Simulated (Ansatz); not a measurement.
Abstraction of Br: CHBrF2 + SiH3(SiH2) → CHF2 + SiH2(SiH3)Br

Species: CHBrF2 (bromodifluoromethane) `FC(F)Br`, singlet; SiH3(SiH2), doublet; CHF2 (difluoromethyl radical) `F[CH]F`, doublet; SiH2(SiH3)Br, singlet. A radical takes Br: the energy is the difference in strength between the C–Br bond broken and the Si–Br bond made.

Shapes, held fixed at every level: PBE0-D4/def2-TZVP. Programs: Ansatz 0.2.0. The zero-point and thermal change to 298 K, harmonic and unscaled (PBE0-D4/def2-TZVP), is -0.1 kJ/mol.

| level | kind | ΔH(298 K) (kJ/mol) | less CCSD(T)/def2-TZVPP |
| --- | --- | --- | --- |
| HF/def2-SVP | Hartree–Fock | -113.3 | -34.1 |
| PBE-D4/def2-TZVPP | GGA | -70.6 | +8.6 |
| B3LYP-D4/def2-TZVPP | global hybrid | -84.8 | -5.6 |
| BHLYP-D4/def2-TZVPP | global hybrid | -98.9 | -19.7 |
| CCSD(T)/def2-SVP | coupled cluster or CI | -77.8 | +1.4 |
| CCSD/def2-SVP | coupled cluster or CI | -81.6 | -2.4 |
| CCSD/def2-TZVPP | coupled cluster or CI | -83.6 | -4.4 |
| CCSD(T)/def2-TZVPP | coupled cluster or CI | -79.2 | 0.0 |

The highest level, CCSD(T)/def2-TZVPP, gives ΔH(298 K) = -79.2 kJ/mol; the levels span -113.3 to -70.6. The column of differences is taken from that level and isn't an error. No measured value is set beside it here. Open shells run unrestricted unless RO is named. Relativity is left out for Br unless named. Correlated rows may include outer-core shells of Br, which these sets cover unevenly.
